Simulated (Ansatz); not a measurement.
## Worked example: the enthalpy of CH4O + C2H5I → HOI + C3H8

Species: CH4O (methanol) `CO`, singlet; C2H5I (iodoethane) `CCI`, singlet; HOI (hypoiodous acid) `OI`, singlet; C3H8 (propane) `CCC`, singlet. The partners trade CH3 for I: O–CH3 and C–I bonds give way to O–I and C–CH3.

Shapes, held fixed at every level: PBE0-D4/def2-TZVP. Programs: Ansatz 0.2.0. The zero-point and thermal terms to 298 K, harmonic and unscaled (PBE0-D4/def2-TZVP), stand in the table.

At HF/def2-TZVPP; 1 Eh = 2625.50 kJ/mol:

| species | energy (Eh) | H(298 K) − E (kJ/mol) | tabulated ΔfH (kJ/mol) |
| --- | --- | --- | --- |
| CH4O | -115.095013 | 146.3 | -200.7 |
| C2H5I | -375.339393 | 185.8 | -7.1 |
| HOI | -372.097347 | 43.6 | -61.3 |
| C3H8 | -118.310604 | 285.9 | -104.4 |

**Question.** Work out the reaction enthalpy at 298 K from the calculation and from the table of heats.

**Answer.** 
1. Electronic: (-372.097347) + (-118.310604) − [(-115.095013) + (-375.339393)] = 0.026455 Eh = +69.5 kJ/mol.
2. Zero-point and thermal: (43.6) + (285.9) − [(146.3) + (185.8)] = -2.6 kJ/mol.
3. Computed ΔH = +66.9 kJ/mol.
4. From the heats of formation (Active Thermochemical Tables): (-61.3) + (-104.4) − [(-200.7) + (-7.1)] = +42.1 kJ/mol.
5. Computed less tabulated: +24.8 kJ/mol. Tabulated heats carry uncertainties of their own.

For atoms past krypton def2 sets carry core potentials with scalar relativity.
